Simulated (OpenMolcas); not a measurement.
**Co⁵⁺: effect of the IPEA shift**

| Item | Value |
| --- | --- |
| Program | OpenMolcas |
| Basis | ANO-RCC-VTZP [6s5p3d2f1g] |
| Scalar Hamiltonian | DKH2, point nucleus |
| Active space | 4 electrons in 5 orbitals (3d) |
| State averaging | 2S+1 = 5 even, 5 roots; 2S+1 = 3 even, 45 roots kept (CI in the orbitals of an earlier block); 2S+1 = 1 even, 50 roots kept (CI in the orbitals of an earlier block) |
| Spin-orbit coupling | state interaction with AMFI integrals over the reference wave functions, term energies averaged over their components |

Methods on the same reference wave functions:
A. CASSCF
B. MS-CASPT2, IPEA 0 Eh, imaginary shift 0.1 Eh (closed shells correlated: 3s 3p)
C. MS-CASPT2, IPEA 0.25 Eh, imaginary shift 0.1 Eh (closed shells correlated: 3s 3p)

Energies in eV above 3d⁴ ⁵D₀, the measured ground level; measured values from Sugar and Corliss, J. Phys. Chem. Ref. Data 10, 1097 (1981).

```json
{"Level": "3d⁴ ⁵D₀", "A": "0.0000", "B": "0.0000", "C": "0.0000", "Measured": "0.0000"}
{"Level": "3d⁴ ⁵D₁", "A": "0.0270", "B": "0.0275", "C": "0.0274", "Measured": "0.0253"}
{"Level": "3d⁴ ⁵D₂", "A": "0.0789", "B": "0.0800", "C": "0.0799", "Measured": "0.0730"}
{"Level": "3d⁴ ⁵D₃", "A": "0.1527", "B": "0.1541", "C": "0.1539", "Measured": "0.1394"}
{"Level": "3d⁴ ⁵D₄", "A": "0.2451", "B": "0.2462", "C": "0.2461", "Measured": "0.2209"}
{"Level": "3d⁴ ³H₄", "A": "3.8232", "B": "3.674", "C": "3.713", "Measured": "3.5183"}
{"Level": "3d⁴ ³H₅", "A": "3.8816", "B": "3.737", "C": "3.775", "Measured": "3.5715"}
{"Level": "3d⁴ ³H₆", "A": "3.9443", "B": "3.804", "C": "3.842", "Measured": "3.6245"}
{"Level": "3d⁴ ³P₀(1)", "A": "4.0486", "B": "3.506", "C": "3.564", "Measured": "3.3682"}
{"Level": "3d⁴ ³P₁(1)", "A": "4.2094", "B": "3.672", "C": "3.731", "Measured": "3.5288"}
{"Level": "3d⁴ ³F₂(1)", "A": "4.4168", "B": "3.950", "C": "4.011", "Measured": "3.7883"}
{"Level": "3d⁴ ³F₃(1)", "A": "4.4257", "B": "3.962", "C": "4.023", "Measured": "3.7982"}
{"Level": "3d⁴ ³F₄(1)", "A": "4.4526", "B": "3.990", "C": "4.051", "Measured": "3.8208"}
{"Level": "3d⁴ ³P₂(1)", "A": "4.4835", "B": "3.945", "C": "4.004", "Measured": "3.7823"}
{"Level": "3d⁴ ³G₃", "A": "4.8396", "B": "4.410", "C": "4.461", "Measured": "4.2187"}
{"Level": "3d⁴ ³G₄", "A": "4.9057", "B": "4.478", "C": "4.528", "Measured": "4.2743"}
{"Level": "3d⁴ ³G₅", "A": "4.9539", "B": "4.533", "C": "4.582", "Measured": "4.3214"}
{"Level": "3d⁴ ¹I₆", "A": "5.7847", "B": "5.621", "C": "5.641", "Measured": "5.3065"}
{"Level": "3d⁴ ¹G₄(1)", "A": "6.1234", "B": "5.532", "C": "5.573", "Measured": "5.1981"}
{"Level": "3d⁴ ³D₃", "A": "6.2345", "B": "5.397", "C": "5.466", "Measured": "5.1672"}
{"Level": "3d⁴ ³D₂", "A": "6.2548", "B": "5.420", "C": "5.488", "Measured": "5.1895"}
{"Level": "3d⁴ ³D₁", "A": "6.2825", "B": "5.445", "C": "5.514", "Measured": "5.2195"}
{"Level": "3d⁴ ¹S₀(1)", "A": "7.0967", "B": "5.927", "C": "6.010", "Measured": "5.6254"}
{"Level": "3d⁴ ¹D₂(1)", "A": "7.5715", "B": "6.951", "C": "6.980", "Measured": "6.5389"}
```

Deviations, from unrounded energies. A percentage is the sum of absolute deviations over the sum of measured energies, with the sign that they share, or ± where signs differ.

```csv
Against measurement,Levels,A,B,C
mean absolute deviation (cm-1),23,4900,1500,1800
fine structure of the ground term (%),4,+9.8,+10.7,+10.6
other terms of the ground configuration (%),19,+16.5,+4.9,+6.1
```

B lies closest to measurement on these levels and A furthest from it. The largest miss of B in the table is 3d⁴ ¹D₂(1), by +3300 cm-1. The ranking rests on the paired levels alone, and a cruder setting can come out closer through cancelling errors.

Between B and C the level of the table that moves most is 3d⁴ ¹S₀(1), by 670 cm-1 (lowest in B, highest in C). Moves below CASPT2's spread within the term are not significant.

The mean deviations of B to C differ by less than CASPT2's widest spread within a term (970 cm-1), so their order carries little weight.

From A to B the spin-free energies of the other terms of 3d⁴ shown, above ⁵D, scale by factors of 0.83 to 0.97.

The lowest spin-free term lies below A's lowest term by 0.307 hartree in B, 0.301 hartree in C.

CASPT2 breaks the degeneracy within a term, and the mean is taken; among the terms shown or strongly mixed into the levels shown the widest spread is 970 cm-1 (3d⁴ ¹I, C). Terms from blocks run as CI alone lack orbitals of their own. Without dynamic correlation excited terms often stand tens of per cent too high (terms of higher spin than the ground term too low), and those without a measured partner can miss by more than the paired ones (holds for A). The CASPT2 spread within a term exceeds the gap to the next term for 3d⁴ ¹G(1) and 3d⁴ ¹I, so the order of their levels is uncertain (holds for C). Computed and measured levels are paired by configuration, term and J; levels that our copy of the source lacks, or whose pairing is in doubt (as where it misses far off the trend of its configuration), stay unpaired and out of the deviations. Only configurations of the active space appear. The table leaves out levels that lie high or whose names do not pair safely across all columns.

A number in round brackets counts repeated terms of one configuration in the order of the reference energies.
